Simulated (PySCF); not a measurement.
**Electron correlation in Pr⁺ (praseodymium, charge +1)**

[Xe] 4f2 5d1 6s1, one real determinant (an excited configuration). All numbers are calculated (PySCF 2.14, the spin-free X2C one-electron Hamiltonian (Gaussian nucleus), in x2c-TZVPPall). Frozen: [Ar] 3d10; 30 electrons correlated.

MP2 pair energies summed by pair of shells (mhartree):

| pair | energy | share (%) |
| --- | --- | --- |
| 4d-4d | -276.62 | 29.3 |
| 4d-5p | -126.53 | 13.4 |
| 5p-5p | -109.50 | 11.6 |
| 4d-4f | -83.44 | 8.8 |
| 4p-4d | -58.47 | 6.2 |
| 4f-5p | -43.54 | 4.6 |
| 5s-5p | -33.65 | 3.6 |
| 4d-5s | -32.46 | 3.4 |
| 5p-5d | -27.55 | 2.9 |
| 4p-4p | -21.39 | 2.3 |
| 4s-4d | -19.31 | 2.0 |
| 5p-6s | -19.17 | 2.0 |
| 4p-5p | -12.81 | 1.4 |
| 4p-4f | -10.54 | 1.1 |
| 4f-5s | -10.15 | 1.1 |
| 4d-5d | -8.24 | 0.9 |
| 4p-5s | -7.11 | 0.8 |
| 5s-5s | -6.11 | 0.6 |
| 4s-4p | -5.88 | 0.6 |
| 4f-4f | -4.87 | 0.5 |
| 4f-5d | -4.25 | 0.4 |
| 4d-6s | -4.05 | 0.4 |
| 5d-6s | -3.67 | 0.4 |
| 5s-5d | -3.50 | 0.4 |
| 4s-4f | -2.78 | 0.3 |
| 4s-4s | -2.30 | 0.2 |
| 4f-6s | -2.17 | 0.2 |
| 4s-5p | -1.41 | 0.1 |
| 5s-6s | -1.15 | 0.1 |
| 4s-5s | -1.09 | 0.1 |

Total MP2 correlation energy: -944.90 mhartree.

Same-spin part -341.76 and opposite-spin part -603.14 mhartree; SCS-MP2 scales them by 1/3 and 6/5 to -837.69 mhartree.

The reference is one real determinant that mixes LS terms of this configuration.

This basis was not built for core-valence correlation, so the inner-shell part is incomplete.
